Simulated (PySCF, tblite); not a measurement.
Isomers of [C5H8PS]+ (charge +1), one GFN2-xTB conformer each. Single-point energies are computed at PBE0/pcSseg-1 (PySCF, gas phase, no added dispersion term), electronic only.

```tsv
SMILES	GFN2-xTB relative energy (kJ/mol)
C[PH2+]c1cccs1	8.5
C[PH2+]c1ccsc1	0.0
```

Conformers: `[CH3:1][PH2+:2][c:3]1[cH:4][cH:5][cH:6][s:7]1` (charge +1) with C1–P2–C3–C4 -148°; `[CH3:1][PH2+:2][c:3]1[cH:4][cH:5][s:6][cH:7]1` (charge +1) with C1–P2–C3–C4 180°.

Question: What does PBE0/pcSseg-1 give for the same structures?

Answer: 
| SMILES | PBE0/pcSseg-1 E (Eh) | PBE0/pcSseg-1 (kJ/mol) | GFN2-xTB (kJ/mol) | point group |
| --- | --- | --- | --- | --- |
| C[PH2+]c1ccsc1 | -934.06507 | 0.0 | 0.0 | Cs |
| C[PH2+]c1cccs1 | -934.06366 | 3.7 | 8.5 | C1 |

Both levels put the same isomer lowest. Neighbours under 21 kJ/mol apart (C[PH2+]c1ccsc1 and C[PH2+]c1cccs1) can change places with a better method, another conformer or zero-point energy.

Question: Which frontier levels and rotational constants go with these structures?

Answer: 
```
        SMILES  HOMO (eV, PBE0/pcSseg-1)  LUMO (eV)      A, B, C (MHz)
C[PH2+]c1ccsc1                    -11.45      -5.24  4626, 1064, 877.0
C[PH2+]c1cccs1                    -11.59      -5.69   3949, 1274, 1005
```

Question: What happens when harmonic zero-point energies from GFN2-xTB frequencies are added?

Answer: 
```csv
SMILES,ZPE (kJ/mol),electronic (kJ/mol),with ZPE (kJ/mol)
C[PH2+]c1ccsc1,289.0,0.0,0.0
C[PH2+]c1cccs1,288.9,3.7,3.6
```

The zero-point energies span 0.1 kJ/mol. The order is unchanged.

Question: As an exercise, what shares would exp(−E/RT) give at 1000 K from these electronic energies alone (no entropy, no degeneracies)?

Answer: RT = 8.314 kJ/mol: C[PH2+]c1ccsc1 61.0 %, C[PH2+]c1cccs1 39.0 %.
